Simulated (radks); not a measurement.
Initial-state core-level shifts of the zinc ion Zn+ when its valence configuration changes from [Ar] 3d10 4s1. Method: scalar-relativistic Kohn-Sham, PBE, spin-polarised, spherical densities, finite nucleus; open shells are filled with parallel spins first; Fermi nuclear charge, rms radius 3.9283 fm; computed with a radial shooting solver on a logarithmic mesh with Libxc functionals. Shifts are changes of the shell-averaged eigenvalues in eV (positive: less bound); the change of the density at the nucleus, which sets a Mossbauer isomer shift, is in e/bohr^3, on a base of 2.534e+04.

valence,2s,2p,3s,3p,density at nucleus
3d9 4s2,-8.532,-8.456,-7.479,-7.295,+17.525
3d8 4s2 4p1,-20.051,-19.887,-17.413,-17.007,+26.087
3d10 4p1,-1.721,-1.726,-1.830,-1.833,-11.506
3d9 4s1 4p1,-10.025,-9.948,-9.042,-8.851,+4.956
3d8 4s1 4p2,-21.256,-21.086,-18.650,-18.233,+11.151
3d8.5 4s1 4p1.5,-15.496,-15.375,-13.785,-13.485,+7.903
3d8 4s0.5 4p2.5,-22.012,-21.841,-19.430,-19.009,+3.122
3d9 4p2,-11.628,-11.553,-10.722,-10.528,-8.818
3d10 4s0.5 4p0.5,-0.873,-0.875,-0.927,-0.928,-5.657
